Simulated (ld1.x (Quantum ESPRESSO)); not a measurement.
Which change was made? (Ir, TM)

iridium (Ir), norm-conserving Troullier–Martins (Kleinman–Bylander form), made with ld1.x (Quantum ESPRESSO) 7.5 (BLYP, scalar-relativistic). Core [Xe] 4f14, reference 5d7 6s2 6p0. Waves: 6s (bound): rc 2.00 bohr; 6p (bound, empty): rc 2.60 bohr; 5d (bound): rc 2.10 bohr. Local part: all-electron potential smoothed inside 1.55 bohr (lloc = -1). Core correction: Bessel-smoothed model core inside 1.55 bohr.

Cutoffs, loose and tight: the cutoffs (Ry, on a coarse ladder) from which the occupation-weighted sum of valence levels, in a spherical-Bessel basis at the reference potential, stays within 10 and 1 mRy of its value at 400 Ry. They do not see the model core or the augmentation charge, which bear on the density cutoff. Test errors are all-electron minus pseudo excitation energies from the reference, over the configurations 5d7 6s1 6p0; 5d7 6s0 6p0; 5d6 6s0 6p0; 5d7 6s1.5 6p0; 5d7 6s1 6p1; 5d8 6s1 6p0; 5d8 6s0 6p0; variants that change the core or the reference have their own tests. The largest error is taken over the tests solved by every variant that gives reliable tests at all, those not shown here included: 5d6 6s0 6p0; 5d7 6s0 6p0; 5d7 6s1 6p0; 5d7 6s1.5 6p0; 5d8 6s0 6p0; 5d8 6s1 6p0.

The base gives: outcome: generated; cutoff, loose: 40 Ry; cutoff, tight: 55 Ry; bound ghosts: s, p; largest test error (meV): -84.

(1) After one change the result is: outcome: generated; cutoff, loose: 35 Ry; cutoff, tight: 45 Ry; bound ghosts: s, p; largest test error (meV): -105. Which change was it?
A. all radii but the core radius scaled by about 0.79 (s 1.58, p 2.06, d 1.66 bohr); local potential all-electron potential smoothed inside 1.22 bohr (lloc = -1)
B. all radii but the core radius scaled by about 1.25 (s 2.50, p 3.24, d 2.62 bohr); local potential all-electron potential smoothed inside 1.94 bohr (lloc = -1)
C. all radii but the core radius scaled by about 1.06 (s 2.12, p 2.74, d 2.22 bohr); local potential all-electron potential smoothed inside 1.64 bohr (lloc = -1)

## Answers

(1) C. The others give: all radii but the core radius scaled by about 0.79 (s 1.58, p 2.06, d 1.66 bohr); local potential all-electron potential smoothed inside 1.22 bohr (lloc = -1) → outcome: generated; cutoff, loose: 80 Ry; cutoff, tight: 140 Ry; bound ghosts: s, p; largest test error (meV): -152 | all radii but the core radius scaled by about 1.25 (s 2.50, p 3.24, d 2.62 bohr); local potential all-electron potential smoothed inside 1.94 bohr (lloc = -1) → outcome: generated; cutoff, loose: 35 Ry; cutoff, tight: 40 Ry; bound ghosts: s; largest test error (meV): -89.
